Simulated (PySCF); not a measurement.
C3H3BFNO, SMILES N#C[C@@H]1COB1F.

Geometry optimised at B3LYP-D3(BJ)/def2-SVP. The structure was generated by enumeration; whether it is a known compound was not checked.

Two levels are set side by side: PBE/def2-TZVP (PySCF) and PBE0/def2-TZVP (PySCF). Same geometry, gas phase. Differences are taken from unrounded values.

| quantity | PBE |
|---|---|
| orbital gap (eV) | 6.34 |
| highest occupied level (eV) | -7.67 |
| lowest empty level (eV) | -1.33 |
| dipole moment (D) | 3.67 |
| mean polarisability (bohr³) | 52.8 |

These are the PBE values. What does PBE0 give? (Estimate from the structure and the level; the computed values follow.)


```tsv
quantity	PBE0	PBE minus PBE0
orbital gap (eV)	8.74	-2.40
highest occupied level (eV)	-9.04	1.37
lowest empty level (eV)	-0.30	-1.03
dipole moment (D)	3.72	-0.05
mean polarisability (bohr³)	50.7	2.1
```

PBE's occupied levels lie high since its potential decays too fast outside the molecule; exact exchange lowers them and widens the gap. PBE's more diffuse valence density responds more strongly to a field. Differences between two approximate levels are no errors against the true value.

Rough cost on one machine, each run with all the roots and properties that it gave: PBE0 against PBE within a factor of 2.
